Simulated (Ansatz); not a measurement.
C2H6OSn, SMILES `C1[CH2][SnH2][O]1` at its PBE0-D4/def2-TZVP geometry, where that method's forces vanish. Charge 0, multiplicity 1. Sn: def2 effective core potential.

```xyz
10

C    -0.3112   -0.5951    0.9962
C    -0.5075    0.7856    0.3363
Sn    0.6944    0.0328   -1.2728
O     0.4958   -1.3850    0.1224
H     0.1838   -0.4992    1.9705
H    -1.2743   -1.0935    1.1611
H    -1.5356    1.0237    0.0671
H    -0.0710    1.6213    0.8814
H     0.0076   -0.4159   -2.7736
H     2.3179    0.5254   -1.4886
```

Task: What forces (eV/Å) does ωB97M-V/def2-TZVPP give on these atoms in Ansatz? (Best estimate.)

Result: The calculation gave: 
```
C1  -0.170 -0.028  0.326
C2   0.003  0.181 -0.136
Sn3  0.047 -0.001 -0.084
O4   0.119 -0.088 -0.149
H5  -0.047 -0.012 -0.090
H6   0.092  0.044 -0.014
H7   0.083 -0.026  0.039
H8  -0.045 -0.078 -0.031
H9   0.049  0.041  0.119
H10 -0.130 -0.032  0.020
```
